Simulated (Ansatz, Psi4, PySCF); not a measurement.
ClF, charge +1, doublet, at a GFN2-xTB geometry (a state made from the parent by changing its charge; the spin is typed, not shown lowest). Base run: MP2/def2-TZVP run with PySCF.

The PySCF input:
```python
from pyscf import gto, scf, mp

mol = gto.Mole()
mol.atom = '''
    F    -0.00000000   -0.00000000   -1.04610145
    Cl    0.00000000    0.00000000    0.55381842
'''
mol.basis = 'def2-tzvp'
mol.charge = 1
mol.spin = 1
mol.verbose = 4
mol.build()

mf = scf.UHF(mol)
mf.kernel()

pt = mp.MP2(mf)
pt.kernel()
print('E(MP2) = %.10f' % pt.e_tot)
```

The same geometry, method and basis name were run in Ansatz (a quantum-chemistry and plane-wave program) and Psi4 and PySCF, at each program's defaults and at the settings that a row names. The base is PySCF at its defaults. Differences at the defaults can come from grids, fitting, cores and function types together.

| code and settings | ΔE vs base (mEh) | basis functions | E (Eh) | SCF cycles |
|---|---|---|---|---|
| PySCF, defaults (exact integrals, spherical functions, all electrons correlated) | 0.000 | 68 | -558.99361 | 14 |
| Psi4, defaults (density fitting with its default set, spherical functions, all electrons correlated) | 0.177 | 68 | -558.99343 | 17 |
| Ansatz, defaults (factorised integrals, spherical functions, frozen core) | 118.5 | 68 | -558.87511 | - |
| PySCF, frozen core | 118.5 | 68 | -558.87511 | 14 |
| Psi4, exact integrals, spherical functions, frozen core | 118.5 | 68 | -558.87511 | 17 |
| Ansatz, high accuracy, frozen core | 118.5 | 68 | -558.87511 | - |

Open shells are given as the SCF converged; they aren't shown to be the lowest states, and a large step between rows can be another state.
